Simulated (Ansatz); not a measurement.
Computed with Ansatz on PBE0-D4/def2-TZVP structures; ΔE is electronic, products minus reactants. CCSD(T)/CBS is the MP2 limit (def2-TZVPP, def2-QZVPP) plus CCSD(T) − MP2 in def2-TZVPP, frozen cores. Functionals use def2-TZVPP. B3LYP here is the variant with VWN-RPA as its local correlation; programs differ in this. One conformer a species, not always the lowest.

Consider the redistribution: `F[SiH](F)S` + `OBCO` → `OC[SiH](F)F` + `OBS`.

```json
{"level": "PBE-D4", "ΔE (kJ/mol)": "4.5", "difference from CCSD(T)/CBS": "-4.8"}
{"level": "r2SCAN-D4", "ΔE (kJ/mol)": "6.2", "difference from CCSD(T)/CBS": "-3.1"}
{"level": "PBE0-D4", "ΔE (kJ/mol)": "7.6", "difference from CCSD(T)/CBS": "-1.7"}
{"level": "B3LYP-D4", "ΔE (kJ/mol)": "6.2", "difference from CCSD(T)/CBS": "-3.1"}
{"level": "ωB97X-V", "ΔE (kJ/mol)": "8.6", "difference from CCSD(T)/CBS": "-0.7"}
{"level": "ωB97M-V", "ΔE (kJ/mol)": "9.5", "difference from CCSD(T)/CBS": "0.2"}
{"level": "B2PLYP", "ΔE (kJ/mol)": "6.9", "difference from CCSD(T)/CBS": "-2.4"}
{"level": "PBE", "ΔE (kJ/mol)": "4.7", "difference from CCSD(T)/CBS": "-4.6"}
{"level": "r2SCAN", "ΔE (kJ/mol)": "6.3", "difference from CCSD(T)/CBS": "-3.0"}
{"level": "PBE0", "ΔE (kJ/mol)": "7.8", "difference from CCSD(T)/CBS": "-1.5"}
{"level": "B3LYP", "ΔE (kJ/mol)": "6.5", "difference from CCSD(T)/CBS": "-2.8"}
{"level": "HF/def2-TZVPP", "ΔE (kJ/mol)": "10.7", "difference from CCSD(T)/CBS": "1.4"}
{"level": "MP2/def2-TZVPP", "ΔE (kJ/mol)": "7.2", "difference from CCSD(T)/CBS": "-2.1"}
{"level": "SCS-MP2/def2-TZVPP", "ΔE (kJ/mol)": "6.4", "difference from CCSD(T)/CBS": "-2.9"}
{"level": "CCSD/def2-TZVPP", "ΔE (kJ/mol)": "7.6", "difference from CCSD(T)/CBS": "-1.7"}
{"level": "CCSD(T)/def2-TZVPP", "ΔE (kJ/mol)": "6.4", "difference from CCSD(T)/CBS": "-2.9"}
{"level": "HF/def2-QZVPP", "ΔE (kJ/mol)": "11.6", "difference from CCSD(T)/CBS": "2.3"}
{"level": "MP2/def2-QZVPP", "ΔE (kJ/mol)": "9.2", "difference from CCSD(T)/CBS": "-0.1"}
{"level": "SCS-MP2/def2-QZVPP", "ΔE (kJ/mol)": "8.3", "difference from CCSD(T)/CBS": "-1.0"}
{"level": "HF/CBS(def2)", "ΔE (kJ/mol)": "11.7", "difference from CCSD(T)/CBS": "2.4"}
{"level": "MP2/CBS(def2)", "ΔE (kJ/mol)": "10.1", "difference from CCSD(T)/CBS": "0.8"}
{"level": "CCSD/CBS(def2)", "ΔE (kJ/mol)": "10.5", "difference from CCSD(T)/CBS": "1.2"}
{"level": "CCSD(T)/CBS", "ΔE (kJ/mol)": "9.3", "difference from CCSD(T)/CBS": "0"}
```

Largest T1 diagnostic among the species: 0.013.

In def2-TZVPP, CCSD(T) changes the Hartree–Fock value by −4.3 kJ/mol (the triples alone add −1.2 kJ/mol) and MP2 by −3.5 kJ/mol. From PBE to PBE0 (25 % exact exchange), in def2-TZVPP and without D4, ΔE moves by +3.1 kJ/mol.
